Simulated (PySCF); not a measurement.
Can point charges reproduce the dipole moment of `O=C[Si@H]([SiH3])[SiH2][SiH2]O[SiH3]`?

Coordinates (GFN2-xTB, Å) and charges (e) from the PBE0/pcSseg-1 density (PySCF):

```tsv
atom	x	y	z	Mulliken	IAO	Hirshfeld	ESP-fitted
O1	-1.431	-0.138	1.969	-0.3696	-0.3626	-0.1579	-0.4004
C2	-2.335	0.330	1.305	+0.0263	+0.0267	+0.0525	+0.3072
Si3	-2.065	0.936	-0.483	+0.0239	+0.2355	+0.1633	+0.0699
Si4	-2.763	-0.867	-1.782	+0.2613	+0.3063	+0.2207	+0.2215
Si5	0.212	1.395	-0.314	-0.0211	+0.1235	+0.1457	+0.1086
Si6	1.085	-0.199	1.127	+0.6780	+0.7702	+0.2978	+0.4784
O7	2.676	-0.300	0.736	-0.7297	-0.8987	-0.3119	-0.4508
Si8	3.956	-0.558	-0.203	+0.7392	+0.8891	+0.3833	+0.5971
H9	-3.341	0.388	1.768	+0.1143	+0.1167	+0.0441	+0.0294
H10	-3.085	2.000	-0.588	-0.0001	-0.0772	-0.0699	-0.0657
H11	-4.216	-1.022	-1.909	-0.0500	-0.0892	-0.0685	-0.0660
H12	-2.246	-0.726	-3.147	-0.0483	-0.0924	-0.0718	-0.0674
H13	-2.260	-2.139	-1.258	-0.0448	-0.0899	-0.0691	-0.0684
H14	0.406	2.803	0.090	-0.0064	-0.0710	-0.0684	-0.0531
H15	0.754	1.390	-1.690	-0.0118	-0.0790	-0.0729	-0.0611
H16	1.175	0.132	2.544	-0.0793	-0.1145	-0.0772	-0.0875
H17	0.571	-1.546	0.862	-0.0880	-0.1346	-0.0866	-0.0964
H18	3.875	0.369	-1.335	-0.1363	-0.1582	-0.0874	-0.1375
H19	3.916	-1.944	-0.670	-0.1311	-0.1558	-0.0847	-0.1338
H20	5.111	-0.292	0.650	-0.1265	-0.1452	-0.0810	-0.1240
```

Q: What dipole does each set of charges give (1 e·Å = 4.803 D), and what does the density give?

A: The full density gives (-2.06, 0.84, -1.28) D, 2.56 D in size; dipole vectors point from the negative to the positive end.

```
    scheme     μx    μy     μz  size (D)  share of the full size (%)  angle to the full dipole (°)
  Mulliken  -1.94  0.27  -3.13      3.69                         144                            30
       IAO  -2.55  1.05  -2.81      3.93                         153                            16
 Hirshfeld  -2.11  0.76  -0.97      2.45                          95                             7
ESP-fitted  -2.06  0.87  -1.27      2.57                         100                             1
```

Q: Which set comes closest?

A: Length of the difference vector: ESP-fitted 0.03 D, Hirshfeld 0.32 D, IAO 1.62 D, Mulliken 1.94 D. Closest: ESP-fitted. ESP charges are fitted to the potential around the molecule, whose slowest-falling term is the dipole's. The schemes that divide the density aren't constrained to reproduce the dipole.

Q: What is left for the Hirshfeld atoms' own dipoles?

A: The Hirshfeld atoms' densities add up to the full density, so μ = Σ q r + Σ (atomic dipoles). The atomic dipoles sum to (-2.06, 0.84, -1.28) − (-2.11, 0.76, -0.97) = (0.05, 0.08, -0.31) D, 0.32 D in size.

Q: With the origin at the mean of the coordinates, (0.000, 0.001, -0.116) Å, which are the largest single terms, by size, of the Hirshfeld dipole along the direction of the full one?

A: Si8 -6.10, O7 +4.00, Si4 +2.93, Si6 -2.23, H20 +1.78 D; all 20 atoms together +2.43 D. The single terms depend on the origin, their sum doesn't.

Q: Give the size of the full dipole in other units.

A: 2.56 D = 1.009 au = 0.534 e·Å = 8.55 × 10⁻³⁰ C·m.

Geometry: GFN2-xTB, one conformer, isolated molecule.

The run behind these numbers computed NMR shieldings as well. Time: 88 s; peak memory 1.1 GiB. Hardware: one thread of an Intel Xeon at 2.70 GHz (shared host).

The values belong to the conformer `[O:1]=[CH:2][Si@H:3]([SiH3:4])[SiH2:5][SiH2:6][O:7][SiH3:8]`: O1–C2–Si3–Si4 97°, C2–Si3–Si5–Si6 35°, Si3–Si5–Si6–O7 156°, Si5–Si6–O7–Si8 -60°.
